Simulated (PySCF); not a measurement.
# Sm: ionisation energy

Sm [Xe] 4f6 6s2 (7F) → Sm⁺ [Xe] 4f6 6s1 (8F), as a difference of total energies. Computed with PySCF 2.14 in cc-pVDZ-X2C, with scalar relativity by spin-free X2C-1e. Correlated levels: valence: [Kr] 4d10 frozen. The calculations carry no spin-orbit coupling.

| method | ionisation energy (eV) |
| --- | --- |
| UHF | 4.591 |
| MP2 (valence) | 5.484 |
| SCS-MP2 (valence) | 5.535 |
| CCSD (valence) | 5.456 |
| CCSD(T) (valence) | 5.548 |

Problem. How much does correlation contribute at CCSD(T) (valence)?

Solution. 5.548 − (4.591) = 0.957 eV, measured against UHF.

Errors of the correlated levels include the incompleteness of this basis and the frozen core.

For comparison: 5.626 eV (measured; NIST levels, between the centres of gravity of the two terms).
